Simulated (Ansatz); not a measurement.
**Ligand exchange: GaH(CH3)2 + B(NH2)3 → Ga(CH3)2(NH2) + BH(NH2)2**

Species: GaH(CH3)2, singlet; B(NH2)3, singlet; Ga(CH3)2(NH2), singlet; BH(NH2)2, singlet. The partners trade H for NH2: Ga–H and B–NH2 bonds give way to Ga–NH2 and B–H.

Shapes, held fixed at every level: PBE0-D4/def2-TZVP. Programs: Ansatz 0.2.0. Electronic energies: no zero-point or thermal term.

Task: Estimate ΔE of this reaction.

Result: The highest level, CCSD(T)/def2-TZVPP, gives ΔE = +2.4 kJ/mol; the levels span +0.4 to +12.0. That is about zero within the method's error. The column of differences is taken from that level and isn't an error. No measured value is set beside it here. Relativity is left out for Ga unless named. Correlated rows may include outer-core shells of Ga, which these sets cover unevenly. Times are processor times on shared x86 and Arm servers, and rough.

```tsv
level	kind	ΔE (kJ/mol)	less CCSD(T)/def2-TZVPP	CPU time (sum over the molecules)
SPW92/def2-TZVPP	LDA	+11.3	+8.9	17 s
PBE-D4/def2-TZVPP	GGA	+5.1	+2.7	28 s
PBE0-D4/def2-TZVPP	global hybrid	+10.8	+8.4	30 s
r2SCAN0-D4/def2-TZVPP	global hybrid	+12.0	+9.6	48 s
wB97M-V/def2-TZVPP	range-separated hybrid	+10.6	+8.2	1.8 min
MP2/def2-TZVPP	perturbation theory	+0.4	-2.0	–
CCSD(T)/def2-SVP	coupled cluster or CI	+3.0	+0.6	60 s
CCSD(T)/def2-TZVPP	coupled cluster or CI	+2.4	0.0	17 min
```
